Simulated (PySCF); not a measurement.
# Working out the ionisation energy of Mo⁺

Mo⁺ [Kr] 4d5 (6S) → Mo²⁺ [Kr] 4d4 (5D). All numbers are calculated (PySCF 2.14, scalar relativity through the core potential, in def2-QZVPPD with the def2 core potential (28 electrons)). Frozen: 4s2 4p6. Energies in hartree (1 hartree = 27.21139 eV):

| part | Mo⁺ (lower) | Mo²⁺ (upper) |
| --- | --- | --- |
| UHF | -67.336925 | -66.781946 |
| CCSD correlation | -0.068331 | -0.042122 |
| (T) | -0.001299 | -0.000443 |

Task: What does Hartree-Fock give?

Result: (-66.781946) − (-67.336925) = 0.554979 hartree = 15.102 eV.

Task: What do CCSD and CCSD(T) give?

Result: The CCSD correlation energies differ by 0.026209 hartree = 0.713 eV and the triples by 0.000856 hartree = 0.023 eV, so CCSD gives 15.815 eV and CCSD(T) 15.838 eV.

Reference: 16.16 ± 0.12 eV (semi-empirical (NIST evaluation); NIST Atomic Spectra Database, ionization energies), between the lowest levels; spin-orbit coupling is absent from the calculation.

What remains against the reference includes basis incompleteness, the frozen core and higher excitations.
